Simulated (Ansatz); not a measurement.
# PbS (SMILES [S][Pb]): from total energies to a heat of formation

PbS has 2 atoms, charge 0, and is taken as a singlet. SMILES: `[S][Pb]`. Geometry: the measured bond length.

```xyz
2

S     0.0000    0.0000    0.0000
Pb    0.0000    0.0000    2.2869
```

Total energies at B97/x2c-SVPall (sfX2C) (Ansatz 0.2.0); the atoms run unrestricted:

| species | state | energy (Eh) |
| --- | --- | --- |
| PbS | singlet | -21288.304026 |
| S | triplet | -398.998684 |
| Pb | singlet | -20889.096644 |

Harmonic wavenumbers at wB97M-V/def2-TZVPD, in cm⁻¹: 471.

Measured heats of formation of the gaseous atoms at 298.15 K, in kJ/mol: S 277.0, Pb 195.2. Spin-orbit lowering of the atoms at 298 K (mean of the ground term's levels less their thermal mean, from spectra), in kJ/mol: S 1.88, Pb 101.96. Take 1 Eh = 2625.50 kJ/mol, 1 cm⁻¹ = 0.0119627 kJ/mol, RT = 2.479 kJ/mol.

Q: What heat of formation follows?

A: 
1. Electronic atomisation energy: (-398.998684) + (-20889.096644) − (-21288.304026) = 0.208698 Eh = 547.9 kJ/mol.
2. Zero-point energy: half the sum of the wavenumbers, 235.5 cm⁻¹ = 2.8 kJ/mol.
3. Thermal vibrational enthalpy, Σ hcν̃/(exp(hcν̃/kT) − 1): 0.6 kJ/mol. Translation, rotation and pV of a linear molecule: 3.5 RT = 8.7 kJ/mol.
4. The 2 free atoms carry 5/2 RT each: 12.4 kJ/mol.
5. Spin-orbit coupling lowers the free atoms by 1.88 + 101.96 = 103.8 kJ/mol.
6. Atomisation enthalpy at 298 K: 547.9 − 103.8 − 2.8 − 0.6 − 8.7 + 12.4 = 444.4 kJ/mol.
7. Sum of the atoms' heats of formation: 472.2 kJ/mol. Heat of formation: 472.2 − 444.4 = +27.8 kJ/mol.

No measured value is set beside it here. Anharmonicity and any spin-orbit splitting of the molecule are left out.
